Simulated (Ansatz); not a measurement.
```yaml
crystal:
  periodic: [false, false, false]
  atoms:
    - {symbol: Si, position_ang: [-1.791654, -2.713490, 3.006603]}
    - {symbol: Si, position_ang: [1.289298, -2.804670, -0.294703]}
    - {symbol: Si, position_ang: [-1.610367, 2.502846, -2.553923]}
    - {symbol: Si, position_ang: [1.068253, -0.189273, -2.617886]}
    - {symbol: Si, position_ang: [-1.570319, -0.364777, 0.054010]}
    - {symbol: Si, position_ang: [1.203294, -0.202147, 2.638266]}
    - {symbol: Si, position_ang: [1.070963, 2.585212, 0.117130]}
    - {symbol: Si, position_ang: [3.917258, 0.012797, 0.009949]}
    - {symbol: Si, position_ang: [-3.021574, -1.485951, 1.254456]}
    - {symbol: Si, position_ang: [-3.109519, 1.080714, -1.344100]}
    - {symbol: Si, position_ang: [-0.195614, -1.392405, -1.357948]}
    - {symbol: Si, position_ang: [-0.272423, -1.625131, 4.143847]}
    - {symbol: Si, position_ang: [2.483786, -1.560901, 1.329834]}
    - {symbol: Si, position_ang: [-0.210277, 1.180474, -4.112361]}
    - {symbol: Si, position_ang: [-0.244909, 3.850589, -1.364032]}
    - {symbol: Si, position_ang: [2.484862, 1.196433, -1.288540]}
    - {symbol: Si, position_ang: [-0.389535, 1.168525, 1.414195]}
    - {symbol: H, position_ang: [-2.707702, -3.448354, 3.856488]}
    - {symbol: H, position_ang: [-1.035859, -3.983777, 2.284269]}
    - {symbol: H, position_ang: [2.186519, -3.436326, -0.991549]}
    - {symbol: H, position_ang: [0.493137, -3.942326, 0.757200]}
    - {symbol: H, position_ang: [-2.519761, 3.495591, -3.574345]}
    - {symbol: H, position_ang: [2.001257, -1.081154, -3.675273]}
    - {symbol: H, position_ang: [2.090283, 0.621163, 3.459188]}
    - {symbol: H, position_ang: [2.009703, 3.424353, 0.934128]}
    - {symbol: H, position_ang: [4.701092, -0.851567, -0.956847]}
    - {symbol: H, position_ang: [4.604591, 0.810743, 0.922409]}
    - {symbol: H, position_ang: [-3.979042, -2.381873, 0.554442]}
    - {symbol: H, position_ang: [-3.862597, -0.603793, 2.011819]}
    - {symbol: H, position_ang: [-3.844205, 0.153614, -2.128153]}
    - {symbol: H, position_ang: [-3.795533, 1.965382, -0.391019]}
    - {symbol: H, position_ang: [-0.943959, -2.311875, -2.284964]}
    - {symbol: H, position_ang: [0.668686, -2.345414, 5.115027]}
    - {symbol: H, position_ang: [-0.952206, -0.540077, 5.091990]}
    - {symbol: H, position_ang: [3.328102, -2.523131, 2.181855]}
    - {symbol: H, position_ang: [-1.097966, 0.321137, -4.989439]}
    - {symbol: H, position_ang: [0.483940, 2.129338, -4.926942]}
    - {symbol: H, position_ang: [0.477991, 4.857648, -2.094779]}
    - {symbol: H, position_ang: [-1.277387, 4.708183, -0.453503]}
    - {symbol: H, position_ang: [3.297072, 2.072520, -2.091669]}
    - {symbol: H, position_ang: [-1.278039, 2.084888, 2.232741]}
basis:
  gaussian: {orbitals: def2-SVP, fitting: {mean_field: def2-universal-jkfit}}
total_charge: -1
magnetization: {spin_polarized: true, initial_magnetization: 1}
hamiltonian: {xc: {name: PBE-QIDH}}
output: {forces: true}
```

```sh
$ ansatz run in.yaml --threads 2 --pin off --events-out ev --progress --plain --max-ram 32768MiB --backend cuda --devices 0, --max-vram 18GiB
```

Shortened log:

```
Functional definition: PBE-QIDH
2608 factors; integrals over basis functions are off by at most 3.7e-1 eV
mean field evaluation 1: about -134147.6226 eV, gradient 1.9e1 eV
mean field evaluation 2: about -134147.6265 eV, gradient 1.9e1 eV
mean field evaluation 4: about -134151.4332 eV, gradient 4.9e0 eV
mean field evaluation 8: about -134151.6912 eV, gradient 2.3e-1 eV
mean field evaluation 16: about -134151.7191 eV, gradient 5.3e-2 eV
mean field evaluation 32: about -134151.7209 eV, gradient 1.3e-3 eV
mean field evaluation 64: about -134151.7203 eV, gradient 5.4e-2 eV
mean field -134151.72090798 eV, -4929.9848120660 hartree, gradient 3.4e-7 eV, S^2 0.758274; 6 other end points of the search recorded, 0 dependent functions left out
85 core orbitals not correlated: weight in the atoms' cores, before any rotation towards them, 1.000 or more for the frozen orbitals, at most 0.000 for the correlated occupied ones
reference -134151.72093455 eV, -4929.9848130423 hartree; 47, 46 occupied and 294, 295 virtual orbitals, 2608 factors
second order -54.38515962 eV of doubles, -0.00000000 eV of singles
Total energy: -134169.84932109 eV, -4930.6510189597 hartree
Atom 0 force    -0.624519    -2.496792    -3.076765 eV/Å
Atom 1 force    -4.260451     1.100200     5.401148 eV/Å
Atom 2 force    -1.082130    -0.411583    -2.656867 eV/Å
Atom 3 force     2.701482     1.271619    -2.625952 eV/Å
Atom 4 force    -0.403265     3.059736    -1.209921 eV/Å
Atom 5 force    -2.102370    -0.637078     0.557850 eV/Å
Atom 6 force     0.028094    -1.002095    -0.700843 eV/Å
Atom 7 force    -1.775568    -3.011075    -0.585572 eV/Å
Atom 8 force    -0.262412    -2.029397     1.756168 eV/Å
Atom 9 force     3.080140     0.377209     1.280583 eV/Å
Atom 10 force    -0.479839    -1.876638     0.247213 eV/Å
Atom 11 force     2.366965     3.207658     1.726650 eV/Å
Atom 12 force     1.126032     0.120940    -1.079623 eV/Å
Atom 13 force    -1.500249    -0.641168     1.964334 eV/Å
Atom 14 force    -1.408949     0.681333     2.488622 eV/Å
Atom 15 force    -2.101694    -0.001941     0.480436 eV/Å
Atom 16 force     1.071066     0.022480    -0.440107 eV/Å
Atom 17 force    -0.638356    -0.230828     0.693485 eV/Å
Atom 18 force    -0.781281     1.627022     0.769687 eV/Å
Atom 19 force     3.437102    -2.669779    -3.055186 eV/Å
Atom 20 force     1.124632     1.566404    -1.807001 eV/Å
Atom 21 force     0.977916    -1.141850     1.254436 eV/Å
Atom 22 force    -0.828965     0.782511     0.955286 eV/Å
Atom 23 force     0.278317     0.320445     0.438174 eV/Å
Atom 24 force    -0.111361     0.171375     0.236748 eV/Å
Atom 25 force     0.258204     0.378308     0.479477 eV/Å
Atom 26 force     1.438774     1.168909     1.188664 eV/Å
Atom 27 force     0.143350    -0.248806    -0.075399 eV/Å
Atom 28 force    -0.660638     0.817687     0.678561 eV/Å
Atom 29 force    -1.165546    -0.660501    -0.795823 eV/Å
Atom 30 force    -0.606705    -0.030713     0.111257 eV/Å
Atom 31 force    -0.296489    -0.108788     0.051835 eV/Å
Atom 32 force    -0.594668    -0.055539    -0.545275 eV/Å
Atom 33 force     0.414162    -1.004481    -0.872495 eV/Å
Atom 34 force    -0.262832     0.445102    -0.330069 eV/Å
Atom 35 force     0.295258     0.225750     0.165763 eV/Å
Atom 36 force     0.778682     0.653271    -0.763099 eV/Å
Atom 37 force     0.612670     0.643053    -0.690461 eV/Å
Atom 38 force     1.080070    -0.795590    -0.853106 eV/Å
Atom 39 force     0.684196     0.766880    -0.777350 eV/Å
Atom 40 force     0.051172    -0.353252     0.014538 eV/Å
Dipole moment:    -0.007820    -0.087728     0.240021 e Å
```

Run time 57 s (2 threads of AMD EPYC 7R13 on a shared host and a share (18 GiB) of an NVIDIA H100 80GB HBM3), peak host memory 5.5 GiB.

Correlated methods freeze 85 core orbitals. The highest occupied level of an anion often lies above zero with these methods, and sets without diffuse functions describe the outer electron poorly.

The dipole of an ion depends on the origin.
